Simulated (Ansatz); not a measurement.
Relaxation of Cl$_{4}$H$_{4}$HfSi (10 atoms, charge 0, multiplicity 1), to a largest force component of 0.03 eV/Å in at most 50 steps.

These are results of RKS PBE0-D4/def2-SVP in Ansatz 0.2.0, not measurements.

```xyz
10
Properties=species:S:1:pos:R:3
Hf 0.324 -0.027 0.015
Cl 0.605 0.048 2.463
Cl 2.474 0.044 -0.853
Cl -0.750 1.817 -0.926
Cl -0.583 -2.017 -0.783
Si -3.237 0.029 1.364
H -3.701 -0.771 0.197
H -3.735 -0.560 2.639
H -3.663 1.449 1.231
H -1.759 -0.012 1.429
```

Question: Where does it end, and by what steps?

Answer: It converged. After 9 steps the energy has fallen by 0.184 eV; H7 moved furthest, 0.55 Å.

```tsv
step	energy less start (eV)	largest force component (eV/Å)	accepted
0	0.0000	1.644	yes
1	-0.1024	1.244	yes
2	-0.1500	0.121	yes
3	-0.1602	0.060	yes
4	-0.1678	0.061	yes
5	-0.1752	0.183	yes
6	-0.1786	0.140	yes
7	-0.1812	0.102	yes
8	-0.1826	0.095	yes
9	-0.1840	0.005	yes
```

```xyz
10
Properties=species:S:1:pos:R:3
Hf 0.270 -0.050 0.139
Cl 0.914 0.314 2.356
Cl 2.290 -0.013 -1.007
Cl -0.934 1.706 -0.849
Cl -0.559 -2.195 -0.302
Si -3.234 0.053 1.276
H -3.598 -0.331 -0.113
H -3.854 -0.868 2.269
H -3.577 1.472 1.561
H -1.743 -0.088 1.448
```

Whether the end is a true minimum wasn't checked by a vibrational analysis.

The run took 42 s on 4 threads of Arm Neoverse V1 (shared host), peak memory 0.38 GiB.
